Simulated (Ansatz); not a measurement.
Input for Ansatz (development build ahead of 0.2.0):

```yaml
crystal:
  periodic: [false, false, false]
  atoms:
    - { symbol: H, position_ang: [1.261, 0.0, 0.0] }
    - { symbol: H, position_ang: [1.02017, 0.7412, 0.0] }
    - { symbol: H, position_ang: [0.38967, 1.19928, 0.0] }
    - { symbol: H, position_ang: [-0.38967, 1.19928, 0.0] }
    - { symbol: H, position_ang: [-1.02017, 0.7412, 0.0] }
    - { symbol: H, position_ang: [-1.261, 0.0, 0.0] }
    - { symbol: H, position_ang: [-1.02017, -0.7412, 0.0] }
    - { symbol: H, position_ang: [-0.38967, -1.19928, 0.0] }
    - { symbol: H, position_ang: [0.38967, -1.19928, 0.0] }
    - { symbol: H, position_ang: [1.02017, -0.7412, 0.0] }
basis:
  gaussian: { orbitals: "6-31G" }
hamiltonian:
  xc: hf
correlation:
  method: mp2
  frozen_orbitals: { H: 0 }
output:
  forces: true
```

The input is written out in the form of the current development build from the run's settings.

The run gave:

- Converged: yes
- Reference energy: -5.21526 hartree
- Correlation energy: -0.11974 hartree
- Total energy: -5.33500 hartree

Forces (eV/Å):
```tsv
atom	Fx	Fy	Fz
H1	3.432	0.000	0.000
H2	2.777	2.017	0.000
H3	1.061	3.264	0.000
H4	-1.061	3.264	0.000
H5	-2.777	2.017	0.000
H6	-3.432	0.000	0.000
H7	-2.777	-2.017	0.000
H8	-1.061	-3.264	0.000
H9	1.061	-3.264	0.000
H10	2.777	-2.017	0.000
```

Caution: no unrestricted run beside it, a lower state can exist.
